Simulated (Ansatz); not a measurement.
Ansatz (a program for electronic structure) input for ClF₂H₂NSn, SMILES [F][Sn]([NH2])([F])[Cl], PBE-D3(BJ)/def2-SVP. 

Ansatz 0.2 input:
```yaml
crystal:
  periodic: [false, false, false]
  atoms:
    - {symbol: N, position_ang: [2.09831450, -0.36151133, 0.17954444]}
    - {symbol: Sn, position_ang: [0.13859927, 0.13532562, 0.09917477]}
    - {symbol: F, position_ang: [-0.55649697, 0.34312441, 1.88955519]}
    - {symbol: F, position_ang: [-0.08909605, 1.83024478, -0.80047794]}
    - {symbol: Cl, position_ang: [-1.22794792, -1.39704040, -0.99173508]}
    - {symbol: H, position_ang: [2.65759291, 0.33996205, -0.31098470]}
    - {symbol: H, position_ang: [2.40969407, -0.38630010, 1.15323632]}
basis:
  gaussian:
    orbitals: def2-SVP
hamiltonian:
  xc: pbe
  dispersion: d3bj
relax: {f_tol: 0.002, max_steps: 200}
```

Program output:

```
WARN ansatz: RAYON_NUM_THREADS=1 ignored (pool sized by the plan → 1); use --threads N
Functional definition: PBE
integrals: 0.04 GiB planned
1070 factors; their error is unknown
mean field: 0.24 GiB planned
mean field evaluation 1: about -25279.8939 eV, gradient 7.8e1 eV
mean field evaluation 2: about -25213.2450 eV, gradient 1.6e2 eV
mean field evaluation 4: about -25290.1228 eV, gradient 2.6e1 eV
mean field evaluation 8: about -25291.5225 eV, gradient 7.7e-2 eV
mean field evaluation 16: about -25291.4792 eV, gradient 5.7e-5 eV
mean field -25291.47923818 eV, -929.4447188226 hartree, gradient 5.7e-5 eV, S^2 0.000000; 0 other end points of the search recorded, 0 dependent functions left out
the calculation of the forces begins
reference -25291.47927791 eV, -929.4447202829 hartree; 33, 33 occupied and 63, 63 virtual orbitals, 1070 factors
relax step   1: F+E_penalty+E_count = -25291.61973351 eV  Δ(F+E_penalty+E_count) = +0.000e0 eV  max|allowed force component| = 3.590e-1 eV/Å  Δτ_max = 0.0000 Å  (27 SCF iters, accepted)
these checks for a lower state are left out or cut short: starts, cluster_reference, orbital_swaps, neighbouring_geometries, increment
integrals: 0.04 GiB planned
1070 factors; their error is unknown
mean field: 0.24 GiB planned
mean field -25291.49248064 eV, -929.4452054742 hartree, gradient 1.8e-5 eV, S^2 0.000000; 0 other end points of the search recorded, 0 dependent functions left out
the calculation of the forces begins
reference -25291.49252043 eV, -929.4452069364 hartree; 33, 33 occupied and 63, 63 virtual orbitals, 1070 factors
relax step   2: F+E_penalty+E_count = -25291.63246064 eV  Δ(F+E_penalty+E_count) = -1.273e-2 eV  max|allowed force component| = 1.742e-1 eV/Å  Δτ_max = 0.0186 Å  (30 SCF iters, accepted)
these checks for a lower state are left out or cut short: starts, cluster_reference, orbital_swaps, neighbouring_geometries, increment
integrals: 0.04 GiB planned
1070 factors; their error is unknown
mean field: 0.24 GiB planned
mean field -25291.49444554 eV, -929.4452776830 hartree, gradient 1.9e-5 eV, S^2 0.000000; 0 other end points of the search recorded, 0 dependent functions left out
the calculation of the forces begins
reference -25291.49448537 eV, -929.4452791468 hartree; 33, 33 occupied and 63, 63 virtual orbitals, 1070 factors
relax step   3: F+E_penalty+E_count = -25291.63438175 eV  Δ(F+E_penalty+E_count) = -1.921e-3 eV  max|allowed force component| = 4.108e-2 eV/Å  Δτ_max = 0.0128 Å  (30 SCF iters, accepted)
these checks for a lower state are left out or cut short: starts, cluster_reference, orbital_swaps, neighbouring_geometries, increment
integrals: 0.04 GiB planned
1070 factors; their error is unknown
mean field: 0.24 GiB planned
mean field evaluation 32: about -25291.5378 eV, gradient 6.1e-1 eV
mean field -25291.49486300 eV, -929.4452930243 hartree, gradient 2.0e-5 eV, S^2 0.000000; 0 other end points of the search recorded, 0 dependent functions left out
the calculation of the forces begins
reference -25291.49490286 eV, -929.4452944891 hartree; 33, 33 occupied and 63, 63 virtual orbitals, 1070 factors
relax step   4: F+E_penalty+E_count = -25291.63476739 eV  Δ(F+E_penalty+E_count) = -3.856e-4 eV  max|allowed force component| = 1.414e-2 eV/Å  Δτ_max = 0.0075 Å  (30 SCF iters, accepted)
these checks for a lower state are left out or cut short: starts, cluster_reference, orbital_swaps, neighbouring_geometries, increment
integrals: 0.04 GiB planned
1070 factors; their error is unknown
mean field: 0.24 GiB planned
mean field -25291.49484695 eV, -929.4452924345 hartree, gradient 1.8e-5 eV, S^2 0.000000; 0 other end points of the search recorded, 0 dependent functions left out
the calculation of the forces begins
reference -25291.49488681 eV, -929.4452938992 hartree; 33, 33 occupied and 63, 63 virtual orbitals, 1070 factors
relax step   5: F+E_penalty+E_count = -25291.63479042 eV  Δ(F+E_penalty+E_count) = -2.303e-5 eV  max|allowed force component| = 8.234e-3 eV/Å  Δτ_max = 0.0025 Å  (23 SCF iters, accepted)
these checks for a lower state are left out or cut short: starts, cluster_reference, orbital_swaps, neighbouring_geometries, increment
integrals: 0.04 GiB planned
1070 factors; their error is unknown
mean field: 0.24 GiB planned
mean field -25291.49486436 eV, -929.4452930744 hartree, gradient 1.7e-5 eV, S^2 0.000000; 0 other end points of the search recorded, 0 dependent functions left out
the calculation of the forces begins
reference -25291.49490422 eV, -929.4452945393 hartree; 33, 33 occupied and 63, 63 virtual orbitals, 1070 factors
relax step   6: F+E_penalty+E_count = -25291.63479500 eV  Δ(F+E_penalty+E_count) = -4.580e-6 eV  max|allowed force component| = 2.709e-3 eV/Å  Δτ_max = 0.0026 Å  (23 SCF iters, accepted)
these checks for a lower state are left out or cut short: starts, cluster_reference, orbital_swaps, neighbouring_geometries, increment
integrals: 0.04 GiB planned
1070 factors; their error is unknown
mean field: 0.24 GiB planned
mean field -25291.49486467 eV, -929.4452930857 hartree, gradient 1.4e-5 eV, S^2 0.000000; 0 other end points of the search recorded, 0 dependent functions left out
the calculation of the forces begins
reference -25291.49490453 eV, -929.4452945506 hartree; 33, 33 occupied and 63, 63 virtual orbitals, 1070 factors
relax step   7: F+E_penalty+E_count = -25291.63479721 eV  Δ(F+E_penalty+E_count) = -2.214e-6 eV  max|allowed force component| = 3.621e-4 eV/Å  Δτ_max = 0.0023 Å  (23 SCF iters, accepted)
these checks for a lower state are left out or cut short: starts, cluster_reference, orbital_swaps, neighbouring_geometries, increment
integrals: 0.04 GiB planned
1070 factors; their error is unknown
mean field: 0.24 GiB planned
mean field -25291.49486911 eV, -929.4452932489 hartree, gradient 1.6e-5 eV, S^2 0.000000; 0 other end points of the search recorded, 0 dependent functions left out
the calculation of the forces begins
reference -25291.49490897 eV, -929.4452947137 hartree; 33, 33 occupied and 63, 63 virtual orbitals, 1070 factors
relax step   8: F+E_penalty+E_count = -25291.63479911 eV  Δ(F+E_penalty+E_count) = -1.895e-6 eV  max|allowed force component| = 1.786e-3 eV/Å  Δτ_max = 0.0047 Å  (23 SCF iters, accepted)
these checks for a lower state are left out or cut short: starts, cluster_reference, orbital_swaps, neighbouring_geometries, increment
integrals: 0.04 GiB planned
1070 factors; their error is unknown
mean field: 0.24 GiB planned
mean field evaluation 64: about -25291.5388 eV, gradient 9.3e-4 eV
mean field -25291.49486799 eV, -929.4452932076 hartree, gradient 2.0e-5 eV, S^2 0.000000; 0 other end points of the search recorded, 0 dependent functions left out
the calculation of the forces begins
reference -25291.49490785 eV, -929.4452946724 hartree; 33, 33 occupied and 63, 63 virtual orbitals, 1070 factors
relax step   9: F+E_penalty+E_count = -25291.63480118 eV  Δ(F+E_penalty+E_count) = -2.074e-6 eV  max|allowed force component| = 4.868e-3 eV/Å  Δτ_max = 0.0109 Å  (29 SCF iters, accepted)
these checks for a lower state are left out or cut short: starts, cluster_reference, orbital_swaps, neighbouring_geometries, increment
integrals: 0.04 GiB planned
1070 factors; their error is unknown
mean field: 0.24 GiB planned
mean field -25291.49487338 eV, -929.4452934058 hartree, gradient 1.1e-5 eV, S^2 0.000000; 0 other end points of the search recorded, 0 dependent functions left out
the calculation of the forces begins
reference -25291.49491324 eV, -929.4452948706 hartree; 33, 33 occupied and 63, 63 virtual orbitals, 1070 factors
relax step  10: F+E_penalty+E_count = -25291.63480240 eV  Δ(F+E_penalty+E_count) = -1.216e-6 eV  max|allowed force component| = 3.867e-3 eV/Å  Δτ_max = 0.0018 Å  (22 SCF iters, accepted)
these checks for a lower state are left out or cut short: starts, cluster_reference, orbital_swaps, neighbouring_geometries, increment
integrals: 0.04 GiB planned
1070 factors; their error is unknown
mean field: 0.24 GiB planned
mean field -25291.49487403 eV, -929.4452934297 hartree, gradient 9.7e-6 eV, S^2 0.000000; 0 other end points of the search recorded, 0 dependent functions left out
the calculation of the forces begins
reference -25291.49491389 eV, -929.4452948946 hartree; 33, 33 occupied and 63, 63 virtual orbitals, 1070 factors
relax step  11: F+E_penalty+E_count = -25291.63480314 eV  Δ(F+E_penalty+E_count) = -7.463e-7 eV  max|allowed force component| = 2.277e-3 eV/Å  Δτ_max = 0.0016 Å  (22 SCF iters, accepted)
these checks for a lower state are left out or cut short: starts, cluster_reference, orbital_swaps, neighbouring_geometries, increment
integrals: 0.04 GiB planned
1070 factors; their error is unknown
mean field: 0.24 GiB planned
mean field -25291.49487300 eV, -929.4452933917 hartree, gradient 1.6e-5 eV, S^2 0.000000; 0 other end points of the search recorded, 0 dependent functions left out
the calculation of the forces begins
reference -25291.49491286 eV, -929.4452948566 hartree; 33, 33 occupied and 63, 63 virtual orbitals, 1070 factors
relax step  12: F+E_penalty+E_count = -25291.63480346 eV  Δ(F+E_penalty+E_count) = -3.166e-7 eV  max|allowed force component| = 1.182e-3 eV/Å  Δτ_max = 0.0025 Å  (23 SCF iters, accepted)
these checks for a lower state are left out or cut short: starts, cluster_reference, orbital_swaps, neighbouring_geometries, increment
integrals: 0.04 GiB planned
1070 factors; their error is unknown
mean field: 0.24 GiB planned
mean field -25291.49487178 eV, -929.4452933471 hartree, gradient 1.6e-5 eV, S^2 0.000000; 0 other end points of the search recorded, 0 dependent functions left out
the calculation of the forces begins
reference -25291.49491164 eV, -929.4452948119 hartree; 33, 33 occupied and 63, 63 virtual orbitals, 1070 factors
relax step  13: F+E_penalty+E_count = -25291.63480359 eV  Δ(F+E_penalty+E_count) = -1.316e-7 eV  max|allowed force component| = 7.818e-4 eV/Å  Δτ_max = 0.0025 Å  (23 SCF iters, accepted)
integrals: 0.04 GiB planned
1070 factors; their error is unknown
mean field: 0.24 GiB planned
mean field evaluation 96: about -25279.9386 eV, gradient 7.7e1 eV
mean field -25291.49487178 eV, -929.4452933471 hartree, gradient 1.7e-5 eV, S^2 0.000000; 1 other end points of the search recorded, 0 dependent functions left out
the calculation of the forces begins
reference -25291.49491164 eV, -929.4452948119 hartree; 33, 33 occupied and 63, 63 virtual orbitals, 1070 factors
Total energy: -25291.63484345 eV, -929.4504372110 hartree
Atom 0 at     2.115325    -0.386643     0.157990 Å, force     0.000782     0.000551     0.000221 eV/Å
Atom 1 at     0.138785     0.133903     0.096980 Å, force    -0.000252     0.000740     0.000469 eV/Å
Atom 2 at    -0.551934     0.344927     1.906153 Å, force     0.000054    -0.000060    -0.000284 eV/Å
Atom 3 at    -0.077590     1.838065    -0.821732 Å, force    -0.000034    -0.000520     0.000048 eV/Å
Atom 4 at    -1.238954    -1.407523    -0.986770 Å, force    -0.000154    -0.000051    -0.000232 eV/Å
Atom 5 at     2.647339     0.379173    -0.285407 Å, force    -0.000378    -0.000500     0.000127 eV/Å
Atom 6 at     2.397688    -0.398098     1.151099 Å, force    -0.000018    -0.000159    -0.000350 eV/Å
Dipole moment:     0.588395    -0.054955     0.070782 e Å
```

Self-consistency was reached.

Cost: roughly 25 core-seconds.
